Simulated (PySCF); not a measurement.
A structure optimised at B3LYP-D3(BJ)/def2-SVP, used in a PySCF frequency run:

```xyz
12

O      2.5263     0.1379     0.0431
C      1.3848    -0.1570    -0.7391
B      0.0000     0.0000    -0.0129
F      0.0000     0.0000     1.3286
C     -1.3848     0.1570    -0.7391
O     -2.5263    -0.1379     0.0431
H      2.3726    -0.2031     0.9338
H      1.4121    -1.1957    -1.1526
H      1.4126     0.4874    -1.6369
H     -1.4121     1.1957    -1.1526
H     -1.4126    -0.4874    -1.6369
H     -2.3726     0.2031     0.9338
```

Problem. Write its SMILES, formula and point group.

Solution. OCB(F)CO, C2H6BFO2, C2

Problem. What are its rotational constants (standard atomic weights)?

Solution. 8.2987, 1.8423, 1.5503 GHz
